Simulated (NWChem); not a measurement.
System: ZnHSF; SMILES [F][Zn][SH]

The following NWChem deck was run.

```
start job
memory heap 200 mb stack 900 mb global 1100 mb
geometry units angstroms noautoz
  Zn    -0.229438     0.259491     0.000000
  F     -0.247357     1.976411     0.000000
  S     -0.286670    -1.881449     0.000000
  H      1.055233    -2.051729     0.000000
end
basis spherical
  * library def2-tzvp
end
dft
  xc becke97-2
  iterations 150
  mulliken
end
task dft energy
```

Coordinates come from a B3LYP/6-31G* (spherical d) optimisation.

Problem. What results follow from this input? (B97-2/def2-TZVP.) Quantities: energy (Ha); highest occupied level (eV); orbital gap (eV); dipole (D).

Solution. 
| Property | Value |
|---|---|
| energy (Ha) | -2278.60 |
| highest occupied level (eV) | -7.51 |
| orbital gap (eV) | 6.18 |
| dipole (D) | 1.61 |
